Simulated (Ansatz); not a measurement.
Gas-phase electronic energies from Ansatz, PBE0-D4/def2-TZVP geometries. CBS: MP2 limit from def2 TZ/QZ plus the TZ coupled-cluster correction, frozen cores. This one scheme is used for every species. Functionals use def2-TZVPP. Triplets are unrestricted, without spin–orbit coupling. For Se outer-core shells are correlated without core-valence functions, which leaves a few kJ/mol of doubt a bond. Scalar relativity is left out up to krypton. Each species was taken in one conformer, which may not be the lowest.

Consider the formal loss of a carbene: `NCB(O)[SeH]` → `[CH2]` (triplet) + `NB(O)[SeH]`.

```
             level  ΔE (kJ/mol)
           PBE0-D4        297.0
           ωB97M-V        298.1
              PBE0        291.1
RPA@PBE/def2-TZVPP        287.4
```

(1) What does CCSD(T)/CBS give? (Best estimate.)

Largest T1 diagnostic among the species: 0.011.

Answers

(1) Computed: +297.0 kJ/mol. The listed levels differ from it by 0.0, 1.1, -5.9, -9.6 kJ/mol.

From PBE to PBE0 (25 % exact exchange), in def2-TZVPP and without D4, ΔE moves by −14.4 kJ/mol. At CCSD(T), def2-SVP lies −15.6 kJ/mol from the extrapolated value and def2-TZVPP −9.4 kJ/mol. In def2-TZVPP, CCSD(T) changes the Hartree–Fock value by +147.6 kJ/mol (the triples alone add +13.4 kJ/mol) and MP2 by +155.6 kJ/mol.
